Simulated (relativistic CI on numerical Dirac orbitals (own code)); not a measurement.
## d1 to d9 in one octahedral field

Computed with a parametric ligand-field model without spin-orbit coupling, by exact diagonalisation: B = 790, C = 3090, 10Dq = 28500 cm⁻¹ (Oh; |10Dq|/B = 36.1) for every shell. Energies in cm⁻¹; the field energy is (0.6 n_e − 0.4 n_t2) × 10Dq of the ground term; g labels are left out.

```
Shell  Ground term  Electrons in e  Field energy  First spin-allowed bands  Lowest term of other spin
   d1          2T2           0.000        -11400                  2E 28500                           
   d2          3T1           0.017        -22320      3T2 26750, 3T1 36850                  1T2 11272
   d3          4A2           0.000        -34200      4T2 28500, 4T1 36977                   2E 15301
   d4          3T1           0.025        -44901       3E 25664, 3T1 26423                   1T2 9203
   d5            ?               ?             ?                         ?                          ?
   d6          1A1           0.032        -67474      1T1 26418, 1T2 37074                  3T1 19769
   d7           2E           1.023        -50637      2T1 26231, 2T2 26921                  4T1 13281
   d8          3A2           2.000        -34200      3T2 28500, 3T1 36977                   1E 12371
   d9           2E           3.000        -17100                 2T2 28500
```

Q: Fill in the row of d5.

A: Ground term: 2T2; Electrons in e: 0.045; Field energy: -55722; First spin-allowed bands: 2A2 24627, 2T1 24915; Lowest term of other spin: 4T1 13737. Low spin: d4, d5, d6, d7; the other shells keep the spin of the free ion. Only d4 to d7 can choose; the field needed to pair spins is smallest for d6 and largest for d5, which loses most exchange energy. In the strong-field picture 10Dq must exceed about 6B + 5C = 20190 (d4), 7.5B + 5C = 21375 (d5), 2.5B + 4C = 14335 (d6) and 4B + 4C = 15520 (d7); mixing of terms shifts these bounds somewhat.
